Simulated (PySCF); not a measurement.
# A survey of 19F NMR shifts

Method: NMR shieldings at PBE0/pcSseg-1/GIAO, structure optimised with GFN2-xTB, in PySCF 2.14.0 with density-fitted response routines (averaged over atoms made equivalent by symmetry, fast rotation or ring inversion, in vacuum, non-relativistic, one computed conformer).

Shieldings were converted by a linear fit to measured shifts: 19F: δ = 146.13 − 0.903σ +14.6 on sp3 carbon (rms 6.0 ppm, 223 shifts, 7.0 ppm with the 5 outliers that the fit left out vs CFCl3, solution or neat liquid). A few per cent of atoms miss by over 2 rms, more outside the fitted compound classes.

Question: Give the 19F shifts of `FC[C@H]1CCCCS1`, `NCC(F)(F)F`, `C[C@@H](F)[C@@H](F)[SiH2]N(C)C`, `COC[P@@](C)(=O)C(F)(F)F`, `C=C(c1cc1=O)[C@H](C)C(F)(F)F`.

Answer: 
```json
{"compound": "FC[C@H]1CCCCS1", "environment": "fluorine on an sp3 carbon", "δ (ppm)": "-215.6"}
{"compound": "NCC(F)(F)F", "environment": "fluorine of a CF3 group (×3)", "δ (ppm)": "-76.3"}
{"compound": "[CH3:1][C@@H:2]([F:3])[C@@H:4]([F:5])[SiH2:6][N:7]([CH3:8])[CH3:9]", "environment": "F3: fluorine on an sp3 carbon", "δ (ppm)": "-190.2"}
{"compound": "[CH3:1][C@@H:2]([F:3])[C@@H:4]([F:5])[SiH2:6][N:7]([CH3:8])[CH3:9]", "environment": "F5: fluorine on an sp3 carbon", "δ (ppm)": "-232.3"}
{"compound": "COC[P@@](C)(=O)C(F)(F)F", "environment": "fluorine of a CF3 group (×3)", "δ (ppm)": "-78.1"}
{"compound": "C=C(c1cc1=O)[C@H](C)C(F)(F)F", "environment": "fluorine of a CF3 group (×3)", "δ (ppm)": "-70.3"}
```
